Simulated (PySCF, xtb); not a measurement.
1,1-difluoropropan-2-one (C3H4F2O), SMILES CC(=O)C(F)F.

xtb 6.7.1 with GFN2-xTB at its own geometry gives an orbital gap of 3.74 eV and a dipole moment of 1.36 D.

The structure is a stationary point at B3LYP-D3(BJ)/def2-SVP. One conformer was computed; it need not be the lowest.

Task: What does ωB97X/def2-TZVP run with PySCF give? (The exact figures need the calculation; the answer reports its results.)

Result: gap 11.45 eV (levels -10.45 and 1.00 eV), dipole 1.22 D.
